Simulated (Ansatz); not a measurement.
Cost and result for the atomization energy of `CNBCN` (14 atoms, 13 bonds).

Z-matrix (Å, degrees):
```
C
N 1 1.443
H 1 1.095 2 111.8
H 1 1.090 2 108.9 3 119.4
H 1 1.095 2 111.6 3 -121.1
B 2 1.388 1 126.9 3 -117.3
H 2 1.009 1 113.9 3 61.4
C 6 1.577 2 120.8 1 176.3
H 6 1.201 2 118.0 1 -2.4
N 8 1.460 6 113.0 2 150.4
H 8 1.105 6 110.7 2 21.3
H 8 1.100 6 105.6 2 -92.2
H 10 1.011 8 110.9 6 -56.4
H 10 1.012 8 111.3 6 -175.4
```

Total charge 0; spin multiplicity 1. Geometry: relaxed with PBE0-D4/def2-TZVP. It is one conformer, not always the lowest. Program: Ansatz. All runs use 4 threads of an Arm Neoverse V2 on a shared host. Times are those of one run each, without the atoms' runs, and a repeat can differ threefold. Electronic energies, without spin–orbit coupling; frozen cores. CCSD(T)/CBS adds CCSD(T) − MP2 in def2-TZVPP to the MP2 limit, and its time is that of the two runs behind it. T1 = 0.011. B3LYP takes the VWN-RPA correlation (the form of Gaussian; ORCA's B3LYP/G).

CCSD(T)/CBS is a level of theory with its own doubt, some kJ/mol a heavy atom from the limit and from the frozen cores, so smaller differences don't rank the functionals.

```tsv
level	functions	wall time
PBE0-D4/def2-TZVPP	281	2.2 s
PBE-D4/def2-TZVPP (with forces)	281	2.3 s
B3LYP-D4/def2-TZVPP (with forces)	281	3.8 s
r2SCAN-D4/def2-TZVPP (with forces)	281	4 s
B2PLYP/def2-TZVPP	281	4.6 s
ωB97X-V/def2-TZVPP	281	6.5 s
ωB97M-V/def2-TZVPP (with forces)	281	9.5 s
MP2/def2-QZVPP	555	24 s
CCSD(T)/def2-TZVPP	281	3.3 min
CCSD(T)/CBS(def2)	–	3.7 min
```

**Question.** What atomization energy does each give, and how far from CCSD(T)/CBS? (An estimate is asked.)

**Answer.** Computed: 
| level | atomization (kJ/mol) | difference from CCSD(T)/CBS | per bond |
| --- | --- | --- | --- |
| PBE0-D4/def2-TZVPP | 5283.6 | 41.1 | 3.2 |
| PBE-D4/def2-TZVPP (with forces) | 5373.0 | 130.5 | 10.0 |
| B3LYP-D4/def2-TZVPP (with forces) | 5288.7 | 46.2 | 3.5 |
| r2SCAN-D4/def2-TZVPP (with forces) | 5250.2 | 7.7 | 0.6 |
| B2PLYP/def2-TZVPP | 5217.9 | -24.6 | -1.9 |
| ωB97X-V/def2-TZVPP | 5273.1 | 30.6 | 2.3 |
| ωB97M-V/def2-TZVPP (with forces) | 5282.9 | 40.4 | 3.1 |
| MP2/def2-QZVPP | 5239.5 | -3.0 | -0.2 |
| CCSD(T)/def2-TZVPP | 5107.8 | -134.7 | -10.4 |
| CCSD(T)/CBS(def2) | 5242.5 | 0.0 | 0.0 |

From PBE to PBE0 (25 % exact exchange), in def2-TZVPP and without D4, the atomization energy moves by −86.0 kJ/mol: exact exchange takes away binding that semilocal exchange gives to molecules. The D4 term adds +33.6 kJ/mol with B3LYP and +17.8 kJ/mol with PBE0; it sums over pairs of atoms, weighted by their polarisabilities, and B3LYP, whose exchange is more repulsive, gets the larger term. In def2-TZVPP, CCSD(T) changes the Hartree–Fock value by +1300.1 kJ/mol (the triples alone add +67.9 kJ/mol) and MP2 by +1352.0 kJ/mol; breaking electron pairs costs correlation energy, which Hartree–Fock lacks.
